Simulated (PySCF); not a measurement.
Gas-phase reaction: 2 WO2F2 + 2 Cl = WOF4 + O + WO2Cl2, at 800 K and a standard pressure of 1 bar. Level: MP2/def2-TZVPP†.

Energies from PySCF, thermal terms from the rigid-rotor harmonic-oscillator model, ideal gas at 1 bar. † marks an energy on the PBE0/def2-TZVP geometry and frequencies. MP2 freezes the core. Open shells (unrestricted): Cl (multiplicity 2, electronic degeneracy 6), O (multiplicity 3, electronic degeneracy 9); the rest are closed-shell singlets. Spin-orbit splitting is ignored; it lowers the true energy and changes the entropy of Cl, O. W: scalar-relativistic def2 core potential, no spin-orbit coupling. WO2F2: computed as isolated molecules; such fragments, hydroxides, amides, oligomers or adducts are transient or little studied in the gas. MP2 isn't extrapolated to the basis-set limit; its ΔH°(298 K) is -28.4 kJ in def2-SVP and -44.9 kJ in def2-TZVPP. The harmonic model lacks anharmonicity and excited electronic states, which grow with temperature; levels with a mode under 35 cm⁻¹ are left out. Soft modes under 120 cm⁻¹ make the harmonic entropy rough for WOF4, WO2Cl2.

```json
[
 {"species": "WO2F2", "E (Ha)": "-416.81874", "H(800 K) − E (kJ/mol)": "92.7", "S°(800 K) (J/mol/K)": "412.0"},
 {"species": "Cl", "E (Ha)": "-459.63530", "H(800 K) − E (kJ/mol)": "16.6", "S°(800 K) (J/mol/K)": "188.8"},
 {"species": "WOF4", "E (Ha)": "-541.19888", "H(800 K) − E (kJ/mol)": "112.8", "S°(800 K) (J/mol/K)": "454.8"},
 {"species": "O", "E (Ha)": "-74.95729", "H(800 K) − E (kJ/mol)": "16.6", "S°(800 K) (J/mol/K)": "182.2"},
 {"species": "WO2Cl2", "E (Ha)": "-1136.76864", "H(800 K) − E (kJ/mol)": "91.3", "S°(800 K) (J/mol/K)": "438.9"}
]
```
E: electronic energy; H − E holds the zero-point and thermal terms. 1 Ha = 2625.5 kJ/mol.

### Question
Work out ΔH°, ΔS°, ΔG° and log10 K from these numbers.

### Answer
1. ΔE = 1×(-541.19888) + 1×(-74.95729) + 1×(-1136.76864) − 2×(-416.81874) − 2×(-459.63530) = -0.01673 Ha = -43.9 kJ.
2. Δ(H − E) = 1×(112.8) + 1×(16.6) + 1×(91.3) − 2×(92.7) − 2×(16.6) = 2.1 kJ, so ΔH° = -41.8 kJ.
3. ΔS° = 1×(454.8) + 1×(182.2) + 1×(438.9) − 2×(412.0) − 2×(188.8) = -125.7 J/K; the number of gas molecules changes by -1.
4. ΔG° = ΔH° − TΔS° = -41.8 − 800×(-125.7)/1000 = 58.8 kJ.
5. log10 K = −ΔG°/(RT ln 10) = -3.84, with RT ln 10 = 15.32 kJ/mol; at standard pressures the reactants are favoured.
6. A shift of 10 kJ in ΔE would move log10 K by 0.65 here.
7. Lowering the total pressure from 1 bar to 0.01 bar multiplies the mole-fraction quotient K_x = K (p/p°)^(−Δn) by 10^-2, which pushes the balance towards the reactants.
For scale, ΔH°(298 K) is -45 kJ at this level, -72 kJ at ωB97M-V/def2-TZVP†, and runs from -126 to 5 kJ over the 18 levels computed.
